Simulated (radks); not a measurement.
The lithium anion Li-, [He] 2s2, held by a Watson sphere: a shell of charge +1.37 at radius R that stands for the Madelung well of a crystal (potential energy -1.37/R inside, -1.37/r outside, in hartree with lengths in bohr). All-electron calculation, scalar-relativistic Kohn-Sham, PBEsol, spin-polarised, spherical densities, point nucleus. Program: a radial shooting solver on a logarithmic mesh with Libxc functionals. Response by self-consistent Sternheimer equations with the Hartree and adiabatic LDA kernel, the relativistic mass of each level held fixed and spin-orbit coupling left out. The sphere does not respond.

R (bohr),e(1s) (eV),e(2s) (eV),<r> 2s (bohr),sum of <r^2> (bohr^2),X-ray form factor at sin(theta)/lambda = 0.3 1/angstrom,alpha (bohr^3)
1.72,-58.408,-7.711,2.851,20.02,1.460,55.68
2.68,-53.641,-6.836,3.226,25.01,1.470,77.91
2.69,-53.617,-6.826,3.230,25.07,1.470,78.22
2.79,-53.390,-6.728,3.272,25.69,1.473,81.44
3.41,-52.429,-6.132,3.533,29.72,1.488,104.7
3.42,-52.418,-6.123,3.537,29.79,1.488,105.1
3.85,-52.024,-5.740,3.712,32.71,1.494,124.3
